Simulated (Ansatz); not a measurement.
Cl2F2H2OSi2, SMILES `F[Si](F)(Cl)O[SiH2]Cl` at its PBE0-D4/def2-TZVP geometry, where that method's forces vanish. The species carries charge 0 and has multiplicity 1.

```json
{"atom": "F1", "x (Å)": "1.9900", "y (Å)": "-1.1847", "z (Å)": "1.5469"}
{"atom": "Si2", "x (Å)": "0.5037", "y (Å)": "-0.8254", "z (Å)": "1.1900"}
{"atom": "F3", "x (Å)": "-0.3296", "y (Å)": "-2.1560", "z (Å)": "1.2383"}
{"atom": "Cl4", "x (Å)": "-0.2197", "y (Å)": "0.4539", "z (Å)": "2.5655"}
{"atom": "O5", "x (Å)": "0.4674", "y (Å)": "-0.2034", "z (Å)": "-0.2828"}
{"atom": "Si6", "x (Å)": "-0.2845", "y (Å)": "0.7828", "z (Å)": "-1.3488"}
{"atom": "Cl7", "x (Å)": "-2.3076", "y (Å)": "0.6006", "z (Å)": "-1.1396"}
{"atom": "H8", "x (Å)": "0.0848", "y (Å)": "2.1829", "z (Å)": "-1.0640"}
{"atom": "H9", "x (Å)": "0.0955", "y (Å)": "0.3494", "z (Å)": "-2.7054"}
```

(1) For each bond, give half the difference of the two atoms' forces along it (eV/Å; positive pushes the atoms apart) under PBE-D4, r2SCAN-D4, B3LYP-D4, ωB97M-V in def2-TZVPP. (Estimate.)

Answers

(1) Ansatz gave: 
```
   bond  length (Å)  PBE-D4  r2SCAN-D4  B3LYP-D4  ωB97M-V
 F1–Si2       1.570    0.45       0.04      0.12     0.10
 Si2–F3       1.571    0.45       0.04      0.13     0.10
Si2–Cl4       2.013    0.00       0.02      0.13     0.00
 Si2–O5       1.599    0.14       0.04     -0.01     0.02
 O5–Si6       1.635    0.12      -0.01      0.07     0.09
Si6–Cl7       2.042    0.14       0.05      0.23     0.10
 Si6–H8       1.476    0.02      -0.03     -0.13    -0.17
 Si6–H9       1.474    0.04      -0.03     -0.15    -0.18
```

B3LYP here is the variant with VWN-RPA as its local correlation; programs differ in this.
